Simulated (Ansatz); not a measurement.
Start from `[F][SnH2][CH2]Cl` and change one atom or group to get `Cl[CH2][SnH3]`.

Ansatz, PBE0-D4/def2-TZVP geometries, multiplicity 1. Each molecule was computed in one conformer, which needn't be the lowest.

Elements past krypton have def2 core potentials.

| property | `[F][SnH2][CH2]Cl` |
| --- | --- |
| HOMO–LUMO gap (B3LYP/def2-TZVPP) / eV | 6.89 |
| HOMO–LUMO gap (PBE0/def2-TZVPP) / eV | 7.39 |
| size of the dipole moment (ωB97M-V/def2-TZVPP) / D | 1.14 |
| ideal-gas entropy at 298 K and 1 bar (rigid rotor, harmonic PBE0-D4/def2-TZVP) / J/(mol·K) | 354 |
| LUMO energy (PBE/def2-TZVPP) / eV | -1.61 |
| LUMO energy (ωB97M-V/def2-TZVPP) / eV | 0.90 |

Q: Give the same properties after the change, and the shifts. (An estimate is asked.)

A: Computed: 
```csv
property,`Cl[CH2][SnH3]`,shift
HOMO–LUMO gap (B3LYP/def2-TZVPP) / eV,7.00,0.11
HOMO–LUMO gap (PBE0/def2-TZVPP) / eV,7.49,0.10
size of the dipole moment (ωB97M-V/def2-TZVPP) / D,1.69,0.55
"ideal-gas entropy at 298 K and 1 bar (rigid rotor, harmonic PBE0-D4/def2-TZVP) / J/(mol·K)",327,-27
LUMO energy (PBE/def2-TZVPP) / eV,-1.04,0.57
LUMO energy (ωB97M-V/def2-TZVPP) / eV,1.21,0.31
```

With PBE0 the HOMO rises by 0.42 eV and the LUMO rises by 0.51 eV, so the gap widens by about 0.09 eV. PBE moves the HOMO by 0.37 eV and ωB97M-V by 0.43 eV. Dipoles are sizes alone; their direction can turn. Modes under 60 cm⁻¹, often nearly free rotors, make the harmonic entropy too high.

B3LYP here is the variant with VWN-RPA as its local correlation; programs differ in this.
